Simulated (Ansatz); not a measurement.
Reaction (formal exchange of groups at the Si–C bond): `CC[SiH3]` + `[SiH3][O][GeH3]` → `[SiH3][O][GeH2][SiH3]` + `CC`

Gas-phase electronic energies from Ansatz, PBE0-D4/def2-TZVP geometries. CCSD(T)/CBS is the MP2 limit (def2-TZVPP, def2-QZVPP) plus CCSD(T) − MP2 in def2-TZVPP, frozen cores. This one scheme is used for every species. Functionals use def2-TZVPP. B3LYP here is the variant with VWN-RPA as its local correlation; programs differ in this. For Ge outer-core shells are correlated without core-valence functions, which leaves a few kJ/mol of doubt a bond. Scalar relativity is left out up to krypton. Each species was taken in one conformer, which may not be the lowest.

```json
{"level": "PBE-D4", "ΔE (kcal/mol)": "-8.0", "difference from CCSD(T)/CBS": "-2.0"}
{"level": "r2SCAN-D4", "ΔE (kcal/mol)": "-6.7", "difference from CCSD(T)/CBS": "-0.7"}
{"level": "PBE0-D4", "ΔE (kcal/mol)": "-7.3", "difference from CCSD(T)/CBS": "-1.3"}
{"level": "B3LYP-D4", "ΔE (kcal/mol)": "-6.8", "difference from CCSD(T)/CBS": "-0.8"}
{"level": "ωB97X-V", "ΔE (kcal/mol)": "-5.7", "difference from CCSD(T)/CBS": "0.3"}
{"level": "ωB97M-V", "ΔE (kcal/mol)": "-5.2", "difference from CCSD(T)/CBS": "0.8"}
{"level": "B2PLYP", "ΔE (kcal/mol)": "-6.1", "difference from CCSD(T)/CBS": "-0.1"}
{"level": "PBE", "ΔE (kcal/mol)": "-8.0", "difference from CCSD(T)/CBS": "-2.0"}
{"level": "r2SCAN", "ΔE (kcal/mol)": "-6.6", "difference from CCSD(T)/CBS": "-0.6"}
{"level": "PBE0", "ΔE (kcal/mol)": "-7.3", "difference from CCSD(T)/CBS": "-1.3"}
{"level": "B3LYP", "ΔE (kcal/mol)": "-6.9", "difference from CCSD(T)/CBS": "-0.9"}
{"level": "HF/def2-TZVPP", "ΔE (kcal/mol)": "-4.8", "difference from CCSD(T)/CBS": "1.2"}
{"level": "MP2/def2-TZVPP", "ΔE (kcal/mol)": "-4.8", "difference from CCSD(T)/CBS": "1.2"}
{"level": "SCS-MP2/def2-TZVPP", "ΔE (kcal/mol)": "-4.7", "difference from CCSD(T)/CBS": "1.3"}
{"level": "CCSD/def2-TZVPP", "ΔE (kcal/mol)": "-5.7", "difference from CCSD(T)/CBS": "0.3"}
{"level": "CCSD(T)/def2-TZVPP", "ΔE (kcal/mol)": "-5.7", "difference from CCSD(T)/CBS": "0.3"}
{"level": "HF/def2-QZVPP", "ΔE (kcal/mol)": "-4.6", "difference from CCSD(T)/CBS": "1.4"}
{"level": "MP2/def2-QZVPP", "ΔE (kcal/mol)": "-4.9", "difference from CCSD(T)/CBS": "1.1"}
{"level": "SCS-MP2/def2-QZVPP", "ΔE (kcal/mol)": "-4.7", "difference from CCSD(T)/CBS": "1.3"}
{"level": "HF/CBS(def2)", "ΔE (kcal/mol)": "-4.5", "difference from CCSD(T)/CBS": "1.5"}
{"level": "MP2/CBS(def2)", "ΔE (kcal/mol)": "-5.1", "difference from CCSD(T)/CBS": "0.9"}
{"level": "CCSD/CBS(def2)", "ΔE (kcal/mol)": "-5.9", "difference from CCSD(T)/CBS": "0.1"}
{"level": "CCSD(T)/CBS", "ΔE (kcal/mol)": "-6.0", "difference from CCSD(T)/CBS": "0"}
```

Largest T1 diagnostic among the species: 0.012.

From PBE to PBE0 (25 % exact exchange), in def2-TZVPP and without D4, ΔE moves by +0.7 kcal/mol.
